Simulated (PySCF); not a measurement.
Ga(Cl)(Me)(OH) (CH4ClGaO), SMILES [CH3][Ga]([OH])[Cl]. Coordinates come from a PBE-D3(BJ)/def2-SVP optimisation. The structure was generated by enumeration; whether it is a known compound was not checked. Other conformers were not sampled.

Computed equilibrium geometry at PBE-D3(BJ)/def2-SVP (PySCF confirms it by a frequency run) as bond lengths and angles (one conformer of several):
Atoms: Ga1 Cl2 C3 H4 H5 H6 O7 H8. Bond lengths (Å): Ga1–Cl2 2.180, Ga1–C3 1.953, Ga1–O7 1.798, C3–H4 1.107, C3–H5 1.106, C3–H6 1.107, O7–H8 0.976. Angles (°): Cl2–Ga1–C3 123.7, Cl2–Ga1–O7 114.3, C3–Ga1–O7 121.9, Ga1–C3–H4 109.6, Ga1–C3–H5 109.8, Ga1–C3–H6 109.8, H4–C3–H5 109.6, H4–C3–H6 108.3, H5–C3–H6 109.7, Ga1–O7–H8 111.8.
